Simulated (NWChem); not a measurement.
System: Si₂H₄, singlet; SMILES [SiH][SiH3]

Here is an NWChem input.

```
start job
memory heap 200 mb stack 900 mb global 1100 mb
geometry units angstroms noautoz
  Si     0.124823     1.337302     0.486134
  H      1.181604     1.355610    -0.626344
  Si    -0.088778    -1.018395     0.114251
  H      1.246953    -1.672660     0.322424
  H     -0.497344    -1.251111    -1.312230
  H     -1.083010    -1.703476     0.998124
end
basis spherical
  Si library def2-tzvp
  H library def2-tzvp
end
dft
  xc pbe0
  iterations 150
  mulliken
end
task dft energy
```

Parts of the log:

```
             Northwest Computational Chemistry Package (NWChem) 7.3.0
             --------------------------------------------------------

 C1  symmetry detected

                             Geometry "geometry" -> ""
                             -------------------------

 Output coordinates in angstroms (scale by  1.889725989 to convert to a.u.)

  No.       Tag          Charge          X              Y              Z
 ---- ---------------- ---------- -------------- -------------- --------------
    1 Si                  14.0000    -0.08044544     1.32262356     0.00015958
    2 H                    1.0000     1.45383055     1.29568789    -0.00030922
    3 Si                  14.0000    -0.02805964    -1.07121988     0.00014708
    4 H                    1.0000     0.72523301    -1.54705463     1.20915802
    5 H                    1.0000     0.71343014    -1.54205425    -1.21822843
    6 H                    1.0000    -1.37342258    -1.72623049     0.00508642

 Effective nuclear repulsion energy (a.u.)      73.5760390465

                                 NWChem DFT Module
                                 -----------------

 Summary of "ao basis" -> "ao basis" (spherical)
 ------------------------------------------------------------------------------
       Tag                 Description            Shells   Functions and Types
 ---------------- ------------------------------  ------  ---------------------
 Si                        def2-tzvp                13       37   5s5p2d1f
 H                         def2-tzvp                 4        6   3s1p

            General Information
            -------------------
          SCF calculation type: DFT
          Wavefunction type:  closed shell.
          No. of atoms     :     6
          No. of electrons :    32
           Alpha electrons :    16
            Beta electrons :    16
          Charge           :     0
          Spin multiplicity:     1
          Use of symmetry is: off; symmetry adaption is: off
          Maximum number of iterations: 150
          AO basis - number of functions:    98
                     number of shells:    42
          Convergence on energy requested:  1.00D-06
          Convergence on density requested:  1.00D-05
          Convergence on gradient requested:  5.00D-04

              XC Information
              --------------
                         PBE0 Method XC Functional
                     Hartree-Fock (Exact) Exchange  0.250
          PerdewBurkeErnzerhof Exchange Functional  0.750
            Perdew 1991 LDA Correlation Functional  1.000 local
           PerdewBurkeErnz. Correlation Functional  1.000 non-local

             Grid Information
             ----------------
          Grid used for XC integration:  medium
          Radial quadrature: Mura-Knowles
          Angular quadrature: Lebedev.
          Tag              B.-S. Rad. Rad. Pts. Rad. Cut. Ang. Pts.
          ---              ---------- --------- --------- ---------
          Si                  1.10       88          10.0       590
          H                   0.35       45          11.0       434
          Grid pruning is: on
          Number of quadrature shells:   356
          Spatial weights used:  Erf1

      Superposition of Atomic Density Guess
      -------------------------------------

 Sum of atomic energies:        -579.67005780

      Non-variational initial energy
      ------------------------------

 Total energy =    -579.961130
 1-e energy   =    -949.399823
 2-e energy   =     295.862654
 HOMO         =      -0.216322
 LUMO         =      -0.102525

     ---------------------------------------------
      Total Density - Mulliken Population Analysis
     ---------------------------------------------

    Atom       Charge   Shell Charges
 -----------   ------   -------------------------------------------------------
    1 Si  14    13.77   2.00  0.59  1.38  1.09  0.78  4.10  1.74  0.39  1.01  0.60  0.03  0.06  0.01
    2 H    1     1.10   0.23  0.56  0.30  0.01
    3 Si  14    14.01   2.00  0.59  1.39  0.92  0.51  4.12  1.73  0.52  1.48  0.62  0.06  0.07  0.01
    4 H    1     1.03   0.22  0.53  0.27  0.01
    5 H    1     1.03   0.22  0.53  0.27  0.01
    6 H    1     1.05   0.23  0.55  0.27  0.01

   convergence    iter        energy       DeltaE   RMS-Dens  Diis-err
 ---------------- ----- ----------------- --------- --------- ---------
 d= 0,ls=0.0,diis     1   -581.0479670793 -6.55D+02  4.82D-03  3.96D-01
 d= 0,ls=0.0,diis     2   -581.0672624452 -1.93D-02  2.71D-03  1.73D-02
 d= 0,ls=0.0,diis     3   -581.0693495030 -2.09D-03  9.36D-04  9.30D-03
 d= 0,ls=0.0,diis     4   -581.0710249738 -1.68D-03  7.05D-05  4.17D-05
 d= 0,ls=0.0,diis     5   -581.0710318190 -6.85D-06  1.97D-05  3.85D-06
 d= 0,ls=0.0,diis     6   -581.0710326019 -7.83D-07  4.44D-06  2.00D-07

         Total DFT energy =     -581.071032601904
      One electron energy =     -951.234938766705
           Coulomb energy =      339.562713937641
    Exchange-Corr. energy =      -42.974846819304
 Nuclear repulsion energy =       73.576039046464

 Numeric. integr. density =       31.999987595747

                       DFT Final Molecular Orbital Analysis
                       ------------------------------------

 Vector   14  Occ=2.000000D+00  E=-3.601931D-01
              MO Center= -3.5D-01, -1.3D+00, -2.4D-02, r^2= 2.6D+00
   Bfn.  Coefficient  Atom+Function         Bfn.  Coefficient  Atom+Function
  ----- ------------  ---------------      ----- ------------  ---------------
    58      0.304649  3 Si px                94     -0.236521  6 H  s
    93     -0.143981  6 H  s                 88      0.142652  5 H  s
    95     -0.139610  6 H  s                 82      0.130939  4 H  s
    49     -0.123946  3 Si px                55      0.115657  3 Si px
     4     -0.101833  1 Si s                 61      0.100823  3 Si px

 Vector   15  Occ=2.000000D+00  E=-3.077880D-01
              MO Center=  1.3D-01,  5.1D-01,  7.1D-04, r^2= 3.4D+00
   Bfn.  Coefficient  Atom+Function         Bfn.  Coefficient  Atom+Function
  ----- ------------  ---------------      ----- ------------  ---------------
    15      0.282444  1 Si px                39      0.220859  2 H  s
    59     -0.204264  3 Si py                40      0.191931  2 H  s
     4     -0.165693  1 Si s                  5     -0.161594  1 Si s
    16      0.155178  1 Si py                38      0.135496  2 H  s
    94      0.134491  6 H  s                 18      0.109438  1 Si px

 Vector   16  Occ=2.000000D+00  E=-2.447874D-01
              MO Center= -1.2D-01,  1.0D+00,  2.9D-05, r^2= 3.4D+00
   Bfn.  Coefficient  Atom+Function         Bfn.  Coefficient  Atom+Function
  ----- ------------  ---------------      ----- ------------  ---------------
     5      0.339871  1 Si s                 16      0.336275  1 Si py
     4      0.285873  1 Si s                 59     -0.240719  3 Si py
    19      0.204093  1 Si py                15     -0.176129  1 Si px
     3     -0.165106  1 Si s                 18     -0.118525  1 Si px
     7     -0.116527  1 Si py                48     -0.113113  3 Si s

 Vector   17  Occ=0.000000D+00  E=-1.242533D-01
              MO Center= -4.1D-02,  1.1D+00,  3.1D-04, r^2= 3.1D+00
   Bfn.  Coefficient  Atom+Function         Bfn.  Coefficient  Atom+Function
  ----- ------------  ---------------      ----- ------------  ---------------
    17      0.471539  1 Si pz                20      0.459643  1 Si pz
     8     -0.157514  1 Si pz                14      0.149711  1 Si pz
    89      0.118255  5 H  s                 83     -0.117476  4 H  s
    11     -0.076231  1 Si pz                70      0.065332  3 Si d -1
    88      0.065643  5 H  s                 82     -0.065228  4 H  s

 Vector   18  Occ=0.000000D+00  E= 1.227192D-02
              MO Center= -1.6D-02,  6.3D-01, -1.7D-04, r^2= 7.0D+00
   Bfn.  Coefficient  Atom+Function         Bfn.  Coefficient  Atom+Function
  ----- ------------  ---------------      ----- ------------  ---------------
    48      1.494356  3 Si s                 19      1.092012  1 Si py
    62      0.859690  3 Si py                 5     -0.710696  1 Si s
    40     -0.551658  2 H  s                 18      0.517732  1 Si px
    16      0.328752  1 Si py                59      0.255218  3 Si py
    83     -0.250368  4 H  s                 89     -0.240686  5 H  s

 Vector   19  Occ=0.000000D+00  E= 3.178642D-02
              MO Center= -1.1D-01, -2.2D-01, -5.2D-04, r^2= 6.3D+00
   Bfn.  Coefficient  Atom+Function         Bfn.  Coefficient  Atom+Function
  ----- ------------  ---------------      ----- ------------  ---------------
     5      1.359946  1 Si s                 62     -1.096253  3 Si py
    40     -1.074869  2 H  s                 83     -0.672782  4 H  s
    89     -0.668162  5 H  s                 18      0.634609  1 Si px
    19     -0.549683  1 Si py                61      0.477780  3 Si px
     4      0.263335  1 Si s                 16     -0.170434  1 Si py

     ---------------------------------------------
      Total Density - Mulliken Population Analysis
     ---------------------------------------------

    Atom       Charge   Shell Charges
 -----------   ------   -------------------------------------------------------
    1 Si  14    13.96   2.00  0.58  1.39  1.12  0.73  4.11  1.70  0.48  1.21  0.51  0.04  0.08  0.01
    2 H    1     1.00   0.23  0.53  0.23  0.01
    3 Si  14    14.01   2.00  0.57  1.40  0.90  0.48  4.13  1.69  0.59  1.57  0.47  0.09  0.11  0.01
    4 H    1     1.01   0.24  0.53  0.23  0.01
    5 H    1     1.01   0.24  0.53  0.23  0.01
    6 H    1     1.02   0.24  0.54  0.23  0.01

     -------------------------------------------
      Total Density - Lowdin Population Analysis
     -------------------------------------------

[...]
```

Level: PBE0/def2-TZVP. Low-valent species are run as closed-shell singlets; no triplet was tried in these runs. The geometry was optimised at PBE0/def2-SVP.
